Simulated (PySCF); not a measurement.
Species: C8H9P2 (charge -1).
Atom-mapped SMILES: `[CH2:1]=[CH:2][c:3]1[p:4][c:5]([CH:6]=[CH2:7])[c:8]([CH3:9])[p-:10]1` (hydrogens: H11, H12 on C1; H13 on C2; H14 on C6; H15, H16 on C7; H17, H18, H19 on C9)

Structure used (PBE0-D3(BJ)/def2-SVP), in Å, numbered top down from 1:
```
atom  x, y, z in Å
C1     3.3061   -0.9697    0.7915
C2     2.4848   -1.1090   -0.2690
C3     1.0363   -0.9904   -0.3208
P4     0.0220   -0.6200    1.0555
C5    -1.4990   -0.6782    0.1522
C6    -2.7894   -0.4356    0.7843
C7    -3.0522   -0.0712    2.0549
C8    -1.4010   -0.9763   -1.2255
C9    -2.5948   -1.0655   -2.1394
P10    0.2059   -1.2402   -1.8557
H11    2.9171   -0.7349    1.7877
H12    4.3883   -1.0884    0.6858
H13    2.9577   -1.3458   -1.2347
H14   -3.6595   -0.5703    0.1269
H15   -2.2481    0.0913    2.7795
H16   -4.0809    0.0701    2.3993
H17   -2.2817   -1.3145   -3.1657
H18   -3.1586   -0.1162   -2.1916
H19   -3.3128   -1.8434   -1.8208
```

Computed with PySCF at PBE0/pcSseg-1, non-relativistic, on one gas-phase PBE0-D3(BJ)/def2-SVP geometry that isn't relaxed in the solvent. The solvent is an IEF-PCM continuum (cavity from Bondi-type radii × 1.2). The model holds no explicit solvent molecules, cavitation or dispersion.

```
run  E − E(gas) (kcal/mol)  HOMO (eV)  HOMO–LUMO gap (eV)
gas                   0.00      -1.19                3.88
  P                 -49.05      -5.09                4.04
  Q                 -38.37      -4.29                4.00
```

**Question.** The runs were made in acetonitrile and chloroform. Which run belongs to which solvent?

**Answer.** P = acetonitrile, Q = chloroform. The dielectric constants are 4.711 (chloroform), 35.69 (acetonitrile), and the energy falls further as ε rises. In this model the ground state sees the solvent through ε alone.

**Question.** How constant is the ratio of the lowering to 1 − 1/ε?

**Answer.** 
```tsv
solvent	1 − 1/ε	E − E(gas) (kcal/mol)	ratio (kcal/mol)	polarisation term (kcal/mol)
chloroform	0.788	-38.37	-48.7	-39.99
acetonitrile	0.972	-49.05	-50.5	-52.34
```

The ratio changes by +3.6 % in size from chloroform to acetonitrile. The polarisation term is half the interaction of the solute with the induced surface charges.

Time: 89 s wall; peak memory 1.4 GiB. Hardware: an Arm Neoverse N1 with one thread, shared host. This is the whole shielding run at PBE0/pcSseg-1 in acetonitrile, SCF included.
